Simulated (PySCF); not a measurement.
**Simulated absorption spectrum**

C6H7O2P.
Bonds: C1–C2, C2–O3 (double), C2–C4, C4–O5 (aromatic), O5–C6 (aromatic), C6–C7 (aromatic), C7–C8, C7–P9 (aromatic), C4–P9 (aromatic). Hydrogens: H10, H11, H12 on C1; H13 on C6; H14, H15, H16 on C8.

Theory: TDDFT PBE0/def2-SVPD, vertical, gas phase, core orbitals frozen in the response in PySCF 2.14.0, density-fitted response routines. Geometry: GFN2-xTB, one conformer, isolated molecule. Torsions of this conformer, `[CH3:1][C:2](=[O:3])[c:4]1[o:5][cH:6][c:7]([CH3:8])[p:9]1`: C1–C2–C4–O5 0°.

Computed states:

```
state  E (eV)       f
   S1    3.44  0.0008
   S2    4.37   0.238
   S3    4.84   0.033
   S4    4.96  0.0099
   S5    6.07  0.0000
   S6    6.42   0.116
   S7    6.58  0.0009
   S8    6.59  0.0004
```

Each state is given a Gaussian of 0.5 eV full width at half maximum, with ε(max) = 2.175×10⁸ f / Δν̃ (Δν̃ the width in cm⁻¹). The width is an assumption, not a result. The curve ends short of the highest state used, and states not computed would add to its high-energy end.

Problem. Give the broadened spectrum and its maxima.

Solution. 
| E (eV) | ε (L mol⁻¹ cm⁻¹) |
| --- | --- |
| 2.69 | 0 |
| 2.83 | 1 |
| 2.98 | 4 |
| 3.12 | 14 |
| 3.26 | 30 |
| 3.41 | 44 |
| 3.55 | 46 |
| 3.69 | 104 |
| 3.84 | 610 |
| 3.98 | 2477 |
| 4.12 | 6590 |
| 4.27 | 11643 |
| 4.41 | 12772 |
| 4.56 | 9222 |
| 4.70 | 5347 |
| 4.84 | 3267 |
| 4.99 | 2089 |
| 5.13 | 1120 |
| 5.27 | 422 |
| 5.42 | 96 |
| 5.56 | 18 |
| 5.70 | 21 |
| 5.85 | 163 |
| 5.99 | 777 |

Maxima: 284 nm (4.37 eV), ε about 13000, made up of S2 (99%) (ε in L mol⁻¹ cm⁻¹; maxima over ε = 5, shares over 10%). At its high-energy end, 5.99 eV, the curve is still rising (ε about 780, from S6).

Problem. On this curve, what absorbance would a 10⁻⁴ mol/L sample give at 254 nm over a 1 cm path?

Solution. 254 nm is 4.881 eV, where ε is about 2900 L mol⁻¹ cm⁻¹, so A = ε c l ≈ 0.29 (Beer–Lambert, with the gas-phase spectrum and the assumed width).

Problem. What would ε be at 4.37 eV, the highest of these maxima, with half the width (0.25 eV)?

Solution. About 25600 L mol⁻¹ cm⁻¹ against 13000, a factor of about 1.97; a lone state at its own centre would give exactly 2.

Problem. Coming from long wavelengths, where does ε first pass 100 L mol⁻¹ cm⁻¹?

Solution. At about 336 nm (3.69 eV), 0.25 eV above S1.

Hardware: an Arm Neoverse N1 with one thread, no GPU, shared host. Cost: 91 s wall, 1.1 GiB resident at most.
